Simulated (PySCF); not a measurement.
## Static response to an electric field

Compound: C5H5FOSSi.
Geometry (GFN2-xTB, Å), atoms numbered from 1 in this order:
```
atom  x, y, z in Å
O1    -3.2280    1.1377    1.4657
C2    -2.8568    0.4803    0.5507
F3    -3.7904   -0.1167   -0.2658
C4    -1.5239    0.1736    0.1112
C5    -1.1206   -0.5952   -0.9595
C6     0.2706   -0.6626   -1.0676
C7     0.9391    0.0426   -0.0963
Si8    2.7997    0.2264    0.1419
S9    -0.1646    0.8101    0.9790
H10   -1.8121   -1.0801   -1.6255
H11    0.7823   -1.2133   -1.8367
H12    3.1444   -0.3075    1.4585
H13    3.4279   -0.5429   -0.9306
H14    3.1315    1.6471    0.0479
```

Level: PBE0/def2-SVPD (PySCF), static field, nuclei fixed, core orbitals frozen in the response. The polarisability tensor in these axes (au):

```
x   148.94  -3.40  -5.53
y    -3.40  82.05  19.08
z    -5.53  19.08  94.83
```

**Question.** Diagonalise the tensor; give its mean and Δα, where Δα² is half the sum of the squared differences of the eigenvalues.

**Answer.** Principal values 68.32, 107.55 and 149.96 au; mean 108.61 au = 16.09 Å³ = 17.91 × 10⁻⁴⁰ C²·m²/J; Δα = 70.71 au (65 % of the mean).

**Question.** What is the dipole moment, and where does it point?

**Answer.** (3.97, -1.39, -1.96) D, 4.64 D in size, pointing from the negative to the positive side. Measured along this direction, the outermost atoms are O1 at the negative end and H13 at the positive end.

**Question.** Refractivity n − 1 of an ideal gas of it at 400 K and 1 atm, from the electronic α?

**Answer.** N = p/kT = 1.8347 × 10¹⁹ cm⁻³, so n − 1 = 2π × N × 16.09 × 10⁻²⁴ cm³ = 1855 × 10⁻⁶ at long wavelengths, for an ideal gas.

**Question.** Find the Langevin capture rate constant for NO+ (29.998 u) meeting this molecule (159.981 u), k = 2.342 × 10⁻⁹ cm³/s × √(α in Å³ / reduced mass in u).

**Answer.** The reduced mass is 25.26 u, so k = 1.87 × 10⁻⁹ cm³/s. The formula leaves out the permanent dipole, which adds to the capture rate.

**Question.** Rayleigh depolarisation ratio (linearly polarised light, static tensor)?

**Answer.** ρ = 3Δα²/(45ᾱ² + 4Δα²) = 15001.5/(530804 + 20002.0) = 0.0272.

**Question.** Molar refractivity from α?

**Answer.** Lorentz–Lorenz: R = (4π/3)N_A α = 2.5225 cm³/(mol·Å³) × 16.09 Å³ = 40.6 cm³/mol, in the limit of long wavelengths.

**Question.** Directions of the eigenvectors, and the extent of the frame along each?

**Answer.** Largest value along (0.99, -0.09, -0.13), where the nuclei span 7.25 Å; middle along (0.15, 0.58, 0.80), 3.68 Å; least along (-0.01, 0.81, -0.58), 2.41 Å. The response follows the extents in order.

One conformer (not necessarily the lowest) at the GFN2-xTB geometry, without solvent, vibrations or thermal averaging.
